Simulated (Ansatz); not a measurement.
Ansatz (a first-principles code) input:

Ansatz 0.2 input:
```yaml
crystal:
  periodic: [false, false, false]
  atoms:
    - {symbol: Cl, position_ang: [-1.40250737, -0.20014729, 0.02098688]}
    - {symbol: C, position_ang: [-0.03054783, 0.84410807, 0.00883340]}
    - {symbol: Cl, position_ang: [1.41328896, -0.09777321, -0.02410455]}
basis:
  gaussian:
    orbitals: def2-TZVPD
hamiltonian:
  xc: {name: r2SCAN0}
output: {forces: true}
```

Q: Which total energy does the run end on?

A: -958.33766 Eh (r2SCAN0/def2-TZVPD). The basis has 129 functions.
